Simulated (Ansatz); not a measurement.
Cost and result for the atomization energy of C2H7AlO2 (12 atoms, 12 bonds).

```xyz
12

O     1.029   -0.925   -1.476
C    -0.250   -0.458   -1.041
C    -0.297   -0.553    0.448
O     0.936    0.109    1.001
Al   -0.669    1.058    1.497
H     1.148   -0.694   -2.401
H    -1.062   -1.069   -1.454
H    -0.395    0.577   -1.376
H    -0.293   -1.582    0.803
H     1.599    0.157    0.298
H    -0.861    2.381    0.638
H    -0.885    0.999    3.064
```

Total charge 0; spin multiplicity 1. The bonds changed during the relaxation, so this is another structure than the one it started from. The geometry is a stationary point of PBE0-D4/def2-TZVP. It is one conformer, not always the lowest. Program: Ansatz. All runs use 4 threads of an Arm Neoverse V1 on a shared host. Times are those of one run each, without the atoms' runs, and a repeat can differ threefold. Electronic energies, without spin–orbit coupling; frozen cores. CCSD(T)/CBS adds CCSD(T) − MP2 in def2-TZVPP to the MP2 limit, and its time is that of the two runs behind it. T1 = 0.011. B3LYP takes the VWN-RPA correlation (the form of Gaussian; ORCA's B3LYP/G).

CCSD(T)/CBS is a level of theory with its own doubt, some kJ/mol a heavy atom from the limit and from the frozen cores, so smaller differences don't rank the functionals.

```json
{"level": "PBE-D4/def2-TZVPP (with forces)", "functions": "264", "wall time": "2.9 s", "atomization (kcal/mol)": "1028.9", "difference from CCSD(T)/CBS": "14.9", "per bond": "1.2"}
{"level": "PBE0-D4/def2-TZVPP", "functions": "264", "wall time": "3.3 s", "atomization (kcal/mol)": "1007.8", "difference from CCSD(T)/CBS": "-6.2", "per bond": "-0.5"}
{"level": "B3LYP-D4/def2-TZVPP (with forces)", "functions": "264", "wall time": "5.5 s", "atomization (kcal/mol)": "1007.8", "difference from CCSD(T)/CBS": "-6.2", "per bond": "-0.5"}
{"level": "r2SCAN-D4/def2-TZVPP (with forces)", "functions": "264", "wall time": "6 s", "atomization (kcal/mol)": "1013.9", "difference from CCSD(T)/CBS": "-0.1", "per bond": "0.0"}
{"level": "B2PLYP/def2-TZVPP", "functions": "264", "wall time": "6.5 s", "atomization (kcal/mol)": "998.2", "difference from CCSD(T)/CBS": "-15.8", "per bond": "-1.3"}
{"level": "ωB97X-V/def2-TZVPP", "functions": "264", "wall time": "9 s", "atomization (kcal/mol)": "1014.1", "difference from CCSD(T)/CBS": "0.1", "per bond": "0.0"}
{"level": "ωB97M-V/def2-TZVPP (with forces)", "functions": "264", "wall time": "13 s", "atomization (kcal/mol)": "1015.1", "difference from CCSD(T)/CBS": "1.1", "per bond": "0.1"}
{"level": "MP2/def2-QZVPP", "functions": "508", "wall time": "28 s", "atomization (kcal/mol)": "1019.7", "difference from CCSD(T)/CBS": "5.7", "per bond": "0.5"}
{"level": "CCSD(T)/def2-TZVPP", "functions": "264", "wall time": "3.3 min", "atomization (kcal/mol)": "986.4", "difference from CCSD(T)/CBS": "-27.6", "per bond": "-2.3"}
{"level": "CCSD(T)/CBS(def2)", "functions": "–", "wall time": "3.7 min", "atomization (kcal/mol)": "1014.0", "difference from CCSD(T)/CBS": "0.0", "per bond": "0.0"}
```

In def2-TZVPP, CCSD(T) changes the Hartree–Fock value by +272.1 kcal/mol (the triples alone add +15.4 kcal/mol) and MP2 by +289.0 kcal/mol; breaking electron pairs costs correlation energy, which Hartree–Fock lacks. The D4 term adds +8.3 kcal/mol with B3LYP and +4.4 kcal/mol with PBE0; it sums over pairs of atoms, weighted by their polarisabilities, and B3LYP, whose exchange is more repulsive, gets the larger term. From PBE to PBE0 (25 % exact exchange), in def2-TZVPP and without D4, the atomization energy moves by −20.3 kcal/mol: exact exchange takes away binding that semilocal exchange gives to molecules.
